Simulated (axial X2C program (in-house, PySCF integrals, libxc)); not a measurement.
Low determinants of GaN at the PBE0 level, scalar-relativistic

Computed with an in-house relativistic program for diatomic molecules. Spin-free means the one-electron spin-free X2C Hamiltonian. Basis: Ga dyall-cv3z [9s9p7d4f1g], N dyall-av3z [7s7p3d2f] (cores contracted in-house); Gaussian nuclei, density fitting, unrestricted open shells. Masses: Ga 68.926 u, N 14.003 u.

Search at 2.004 Å (vertical energies from the lowest determinant):

| ΔE (eV) | state | electrons beyond evenly filled partner blocks | electrons in σ, π, δ, φ |
| --- | --- | --- | --- |
| 0.00 | M_S = 1, Λ = 0 | π+α, π-α | 20 14 4 0 |
| 0.40 | M_S = 1, Λ = 1 | σα, π+α, π+β, π-α | 19 15 4 0 |
| 0.81 | M_S = 0, Λ = 1 | σβ, π+α, π+β, π-α | 19 15 4 0 |
| 1.52 | M_S = 0, Λ = 2 | π+α, π+β | 20 14 4 0 |
| 1.52 | M_S = 0, Λ = 0 | π+β, π-α | 20 14 4 0 |
| 2.48 | M_S = 2, Λ = 1 | σα, 2 × π+α, π-α | 19 15 4 0 |
| 3.44 | M_S = 1, Λ = 1 | σβ, 2 × π+α, π-α | 19 15 4 0 |

Lowest determinant, M_S = 1, Λ = 0 (beyond evenly filled blocks: π+α, π-α): Re = 1.996 Å, ωe = 509.2 cm⁻¹.

The determinant in row 2 of the search, M_S = 1, Λ = 1 (beyond evenly filled blocks: σα, π+α, π+β, π-α), was followed along the bond at PBE0; measured from the minimum of the lowest determinant it gives:

Te = 0.239 eV (1927 cm⁻¹), Re = 1.841 Å, ωe = 606.7 cm⁻¹.

**Question.** Compare the bond of the determinant in row 2 with that of the lowest one.

**Answer.** At PBE0 its Re is 0.155 Å shorter and its force constant, which goes as ωe², is 1.42 times that of the lowest determinant. This determinant mixes spin states, so it has no term energy of its own.

The search compares states at one distance, so a state with another bond length can lie lower; it is not exhaustive and yields mostly the lowest determinant of each block pattern, so other components and higher states of one pattern are missing. These are energies of single determinants, not of spin-adapted states; PBE0 term energies can be off by some tenths of an eV, and the functional has no current term. The lowest determinant need not be the ground state where others lie within half an eV. Row 2 is spin-contaminated (⟨S²⟩ = 2.05 against 2.00), so its values are not those of a pure state.
